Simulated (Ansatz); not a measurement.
Basis-set extrapolation for `C[Si](C)(Cl)Cl` (PBE0-D4/def2-TZVP geometry, frozen core, the Gaussian-basis code of Ansatz). Multiplicity 1, RHF reference.

|  | def2-TZVPP | def2-QZVPP |
| --- | --- | --- |
| HF | -1287.373293 | -1287.411539 |
| MP2 correlation | -0.853732 | -0.925581 |
| CCSD(T) correlation | -0.954534 | not run |

Energies in hartree. Use E(X) = E(∞) + A·exp(−7.88·√X) for Hartree–Fock and E(X) = E(∞) + B·X^(−2.97) for correlation, with X = 3 and 4, and add CCSD(T) minus MP2 of the smaller set to the MP2 limit.

Q: What is the CCSD(T) energy at the basis-set limit?

A: HF limit: -1287.411539 + (-0.038246) × 0.13774 = -1287.41681. MP2 limit: -0.925581 + (-0.071849) × 0.74074 = -0.97880. Higher-order term: -0.954534 − (-0.853732) = -0.10080. Total: -1288.49641 hartree, 105.8 kcal/mol below CCSD(T)/def2-TZVPP.
